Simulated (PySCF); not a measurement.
Excitation energy of Si by level of theory

Si [Ne] 3s2 3p2 (3P) → Si [Ne] 3s2 3p1 4s1 (3P), as a difference of total energies. Computed with PySCF 2.14 in x2c-QZVPPall with one added diffuse shell each of s, p, d, f type (10s7p5d3f1g, 86 functions), with scalar relativity by spin-free X2C-1e. Correlated levels: valence: [Ne] frozen; valence and next inner shell: 1s2 frozen. The calculations carry no spin-orbit coupling.

```json
{"method": "UHF", "excitation energy (cm⁻¹)": "38358"}
{"method": "LDA", "excitation energy (cm⁻¹)": "39436"}
{"method": "PBE", "excitation energy (cm⁻¹)": "39470"}
{"method": "PBE0", "excitation energy (cm⁻¹)": "40114"}
{"method": "r2SCAN", "excitation energy (cm⁻¹)": "41742"}
{"method": "B97-3", "excitation energy (cm⁻¹)": "40048"}
{"method": "BP86", "excitation energy (cm⁻¹)": "39459"}
{"method": "M06-2X", "excitation energy (cm⁻¹)": "38430"}
{"method": "M06-L", "excitation energy (cm⁻¹)": "42117"}
{"method": "MP2 (valence)", "excitation energy (cm⁻¹)": "40209"}
{"method": "MP2 (valence and next inner shell)", "excitation energy (cm⁻¹)": "40011"}
```

Problem. Estimate what SCS-MP2 (valence and next inner shell) gives.

Solution. 39749 cm⁻¹, closest to MP2 (valence and next inner shell) among the rows shown.

Problem. Estimate what SCS-MP2 (valence) gives.

Solution. 39906 cm⁻¹, closest to MP2 (valence and next inner shell) among the rows shown.

The promoted electron is Rydberg-like, and one or two diffuse shells describe it only roughly, which tends to raise the upper state.
